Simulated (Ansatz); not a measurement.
`F[CH2][AlH][F]` + H₂Se → `[F][AlH][SeH]` + fluoromethane at 400 K and 1 bar (ligand exchange at the Al–C bond).

Calculated with Ansatz (gas phase, PBE0-D4/def2-TZVP geometries, no zero-point term in ΔE). CCSD(T)/CBS adds triple-zeta CCSD(T) − MP2 to the extrapolated MP2 energy (def2 sets, frozen cores). This one scheme is used for every species. For Se outer-core shells are correlated without core-valence functions, which leaves a few kJ/mol of doubt a bond. Scalar relativity is left out up to krypton. Each species was taken in one conformer, which may not be the lowest.

| species | CCSD(T)/CBS energy (Eh) | H − E (kJ/mol) | S (J/(mol·K)) |
| --- | --- | --- | --- |
| `F[CH2][AlH][F]` | -481.50843 | 126.0 | 343.0 |
| H₂Se | -2401.89790 | 49.4 | 229.5 |
| `[F][AlH][SeH]` | -2743.83001 | 69.4 | 328.0 |
| `CF` | -139.63461 | 117.5 | 234.3 |

H − E and S are ideal-gas, rigid-rotor, harmonic terms from PBE0-D4/def2-TZVP, for one conformer and one mirror image of each species. 1 Eh = 2625.50 kJ/mol, R = 8.31446 J/(mol·K).

Q: By hand: ΔE, ΔH, ΔS and ΔG.

A: ΔE = (-2743.83001) + (-139.63461) − (-481.50843) − (-2401.89790) = -0.05829 Eh = -153.0 kJ/mol. Δ(H − E) = 69.4 + 117.5 − 126.0 − 49.4 = 11.5, so ΔH = -141.5 kJ/mol. ΔS = 328.0 + 234.3 − 343.0 − 229.5 = -10.2 J/(mol·K). ΔG = -141.5 − 400 × (-10.2)/1000 = -137.4 kJ/mol.

Q: By hand: the equilibrium constant, and the temperature at which ΔG would vanish if ΔH and ΔS stayed fixed.

A: log₁₀ K = −ΔG/(RT ln 10) = 17.9. ΔG = 0 at ΔH/ΔS = 13873 K, far beyond where these terms or the molecules hold.

The number of gas molecules stays the same, so ΔS is small and ΔH decides. A doubt of 5 kJ/mol in ΔE shifts log₁₀ K by 0.7 here. Other conformers and mirror images would add mixing entropy, several J/(mol·K) or more a flexible species. These are equilibria of isolated gas molecules and say nothing of rates. Largest T1 diagnostic: 0.012 (customary marks: 0.02 for closed shells, 0.045 for open ones).
